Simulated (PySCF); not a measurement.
GeHCl3, SMILES [Cl][GeH]([Cl])[Cl].

Geometry optimised at r2SCAN-D4/def2-SVP. The isomer is the one that the SMILES or the coordinates give; other isomers of the formula were not compared.

These are TDA-PBE/def2-SVPD in PySCF 2.14.0 values and carry that method's errors.

Vertical excitations; the highest root listed may be one member of a degenerate set.  State labels are in the subgroup Cs.

Computed lowest excited states:
| state | symmetry | energy (eV) | λ (nm) | f | main pairs |
|---|---|---|---|---|---|
| S1 | A" | 5.45 | 227 | 0.000 | HOMO→LUMO 99 % |
| S2 | A" | 5.81 | 213 | 0.021 | HOMO−2→LUMO (degenerate set) |
| S3 | A' | 5.81 | 213 | 0.021 | HOMO−3→LUMO (degenerate set) |
| S4 | A' | 5.86 | 212 | 0.027 | HOMO−1→LUMO 97 % |
| S5 | A' | 6.12 | 203 | 0.011 | HOMO−4→LUMO (degenerate set) |
| S6 | A" | 6.12 | 203 | 0.011 | HOMO−5→LUMO (degenerate set) |
| S7 | A" | 7.05 | 176 | 0.017 | HOMO→LUMO+2, HOMO−1→LUMO+1 (degenerate set) |
| S8 | A' | 7.05 | 176 | 0.017 | HOMO→LUMO+1, HOMO−1→LUMO+2 (degenerate set) |
| S9 | A" | 7.15 | 173 | 0.000 | HOMO−2→LUMO+2 50 %, HOMO−3→LUMO+1 50 % |
| S10 | A' | 7.20 | 172 | 0.008 | HOMO−2→LUMO+1 46 %, HOMO−3→LUMO+2 46 % |
| T1 | A" | 5.14 | 241 | 0 | HOMO→LUMO 100 % |
| T2 | A' | 5.31 | 233 | 0 | HOMO−1→LUMO 99 % |
| T3 | A' | 5.36 | 231 | 0 | HOMO−3→LUMO (degenerate set) |
| T4 | A" | 5.36 | 231 | 0 | HOMO−2→LUMO (degenerate set) |
Triplets are in the Tamm–Dancoff approximation.
